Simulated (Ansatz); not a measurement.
Geometry optimisation, RKS PBE0-D4/cc-pVDZ in Ansatz.

Input:

```yaml
crystal:
  periodic: [false, false, false]
  atoms:
    - { symbol: "N", position_ang: [0.5373, 2.45979, -0.06456] }
    - { symbol: C, position_ang: [0.14611, 1.36923, -0.45179] }
    - { symbol: C, position_ang: [-0.42586, 0.33303, 0.4844] }
    - { symbol: Si, position_ang: [-1.37022, 0.79556, 1.89775] }
    - { symbol: H, position_ang: [0.19326, 0.98092, -1.51186] }
    - { symbol: H, position_ang: [-0.67925, -0.59787, -0.02695] }
    - { symbol: H, position_ang: [-1.01431, 2.01843, 2.64696] }
    - { symbol: H, position_ang: [-2.71751, 0.47282, 2.43792] }
total_charge: -1
basis:
  gaussian: { orbitals: cc-pVDZ }
hamiltonian:
  xc: pbe0
  dispersion: d4
relax:
  f_tol: 0.015
  max_steps: 40
```

Run as:

```bash
$ ansatz run input.yaml --threads 1 --pin off --max-ram 2048MiB --backend cpu --events-out ev --progress --plain --runs-dir out
```

Problem. Where does it end, and by what steps?

Solution. The run converged. Limits of this set-up: an anion without diffuse functions, the dipole of an ion depends on the origin. After 10 steps the energy has fallen by 0.730 eV; H8 moved furthest, 0.58 Å.

| step | energy less start (eV) | largest force component (eV/Å) | accepted |
| --- | --- | --- | --- |
| 0 | 0.0000 | 2.007 | yes |
| 1 | -0.2873 | 1.648 | yes |
| 2 | -0.5366 | 1.601 | yes |
| 3 | -0.6825 | 0.878 | yes |
| 4 | -0.7090 | 0.397 | yes |
| 5 | -0.7207 | 0.135 | yes |
| 6 | -0.7248 | 0.101 | yes |
| 7 | -0.7283 | 0.227 | yes |
| 8 | -0.7298 | 0.058 | yes |
| 9 | -0.7301 | 0.022 | yes |
| 10 | -0.7302 | 0.005 | yes |

```xyz
8
Properties=species:S:1:pos:R:3
N 0.644 2.456 -0.065
C 0.221 1.337 -0.441
C -0.732 0.494 0.325
Si -1.384 0.985 1.867
H 0.503 0.794 -1.429
H -1.055 -0.487 -0.079
H -1.182 2.211 2.690
H -2.344 0.041 2.544
```

Whether the end is a true minimum wasn't checked by a vibrational analysis.

Time of the run: 16 s on 1 thread of AMD EPYC 9R45 (Zen 5), on a shared host, peak memory 0.17 GiB.
